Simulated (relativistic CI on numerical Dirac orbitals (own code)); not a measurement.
## Mn⁴⁺: 3d valence photoemission

Computed with this model: Dirac-Coulomb-Breit CI, orbitals from a KLI potential per configuration, model QED, valence Slater integrals scaled by 0.8, multiplet model of photoemission in the sudden approximation; configurations [Ar] 3d3 → [Ar] 3d2; 300 K; Lorentzian 0.21 eV and Gaussian 0.5 eV FWHM. Energies are those of the free ion, without screening or charge transfer. The energies are binding energies and can lie tens of eV above those of solids. S is read from ⟨S²⟩ = S(S + 1).

Field parameters in Wybourne normalisation: D4h B²₀ = −7Ds, B⁴₀ = 21(Dq − Dt), B⁴₄ = 21√(5/14) Dq. The field is a parameter set, without covalency.

free ion: ground-state S = 1.50, centroid 71.56 eV. Peaks (eV, height): 71.1 (100), 73.3 (26).

D4h, 10Dq = 24550, Ds = -1500, Dt = -290 cm⁻¹: ground-state S = 1.50, centroid 72.84 eV. Peaks (eV, height): 72.6 (100).

D4h, 10Dq = 24550, Ds = -600, Dt = -290 cm⁻¹: ground-state S = 1.50, centroid 72.84 eV. Peaks (eV, height): 72.7 (100).

D4h, 10Dq = 24550, Ds = 300, Dt = -290 cm⁻¹: ground-state S = 1.50, centroid 72.84 eV. Peaks (eV, height): 72.7 (100).

D4h, 10Dq = 24550, Ds = 1200, Dt = -290 cm⁻¹: ground-state S = 1.50, centroid 72.84 eV. Peaks (eV, height): 72.9 (100).

D4h, 10Dq = 24550, Ds = 2100, Dt = -290 cm⁻¹: ground-state S = 1.50, centroid 72.84 eV. Peaks (eV, height): 72.1 (55), 73.0 (100).

Strongest unbroadened transitions for free ion:

```tsv
Energy (eV)	Relative strength
71.00	1.1
71.06	17.4
71.09	2.8
71.10	100.0
71.13	0.4
71.15	18.9
71.19	40.6
71.20	2.3
71.26	5.0
71.30	1.8
72.93	0.1
73.21	0.9
73.23	2.1
73.26	6.1
73.27	17.8
73.31	16.3
73.33	2.0
73.37	2.1
```
